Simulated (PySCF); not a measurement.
SMILES C[CH2][Ge]([NH2])([NH2])[OH] (C2H10GeN2O), GFN2-xTB optimised geometry.

```
16

C     -0.67     1.26     1.30
C     -0.94     0.53     0.00
Ge    -0.24    -1.34     0.00
N      1.59    -1.34     0.00
N     -0.66    -2.50    -1.36
O     -0.91    -2.09     1.46
H      0.40     1.37     1.46
H     -1.08     0.71     2.14
H     -1.12     2.25     1.28
H     -0.49     1.06    -0.84
H     -2.02     0.48    -0.18
H      2.02    -0.90     0.80
H      2.01    -2.25    -0.11
H     -0.18    -2.31    -2.22
H     -1.65    -2.57    -1.57
H     -0.96    -3.04     1.44
```

Density from PySCF with PBE0/def2-TZVP at that geometry.

Minimum of the electron density along straight lines between bonded atoms, close to the bond critical point (lines longer than 1.1 times the sum of covalent radii, or with two minima, are not listed):

```
bond    length / Å  ρ at the minimum / e bohr⁻³  ∇²ρ there / e bohr⁻⁵  position (fraction from the first atom)
------  ----------  ---------------------------  --------------------  ---------------------------------------
C1–C2        1.521                        0.244                 -0.59                                     0.50
C2–Ge3       1.996                        0.124                  0.04                                     0.53
Ge3–N4       1.830                        0.143                  0.43                                     0.47
Ge3–N5       1.836                        0.141                  0.43                                     0.47
Ge3–O6       1.771                        0.145                  0.68                                     0.47
C1–H7        1.088                        0.279                 -0.96                                     0.64
C1–H8        1.087                        0.281                 -0.97                                     0.64
C1–H9        1.089                        0.278                 -0.95                                     0.64
C2–H10       1.090                        0.277                 -0.93                                     0.64
C2–H11       1.091                        0.276                 -0.93                                     0.64
N4–H12       1.010                        0.336                 -1.61                                     0.73
N4–H13       1.011                        0.335                 -1.62                                     0.74
N5–H14       1.010                        0.336                 -1.63                                     0.74
N5–H15       1.011                        0.335                 -1.61                                     0.73
O6–H16       0.954                        0.364                 -2.49                                     0.81
```
